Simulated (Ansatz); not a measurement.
Molecule: CH$_{3}$F$_{2}$In, charge 0, multiplicity 1. SMILES: [CH3][In]([F])[F]
Geometry: optimised at B3LYP-D3(BJ)/def2-TZVP (Ansatz, an electronic-structure program).

Computed values are from Ansatz. Valence correlation only, unless marked. Open shells are spin-unrestricted. No spin-orbit coupling. The frozen core is the preceding noble-gas configuration, with the filled d and f shells of earlier blocks. In def2 rows, elements after Kr have scalar-relativistic effective core potentials. CBS marks a two-point X^-3 extrapolation of the correlation energy; Hartree-Fock from the larger set.

The atomisation energy De is 2389.1 kJ/mol at CCSD(T)/CBS(def2-TZVPPD,def2-QZVPPD) and the vertical ionisation energy (to the doublet) is 11.69 eV at CCSD(T)/CBS(def2-TZVPPD,def2-QZVPPD). The vertical triplet-singlet gap is 5.75 eV at CCSD(T)/CBS(def2-TZVPPD,def2-QZVPPD), the total energy comes out as -428.7876 Eh at CCSD(T)/CBS(def2-TZVPPD,def2-QZVPPD) and the dipole moment comes out as 4.63 D at CCSD(T)/def2-SVPD. The T1 diagnostic comes out as 0.014 at CCSD/def2-QZVPPD.
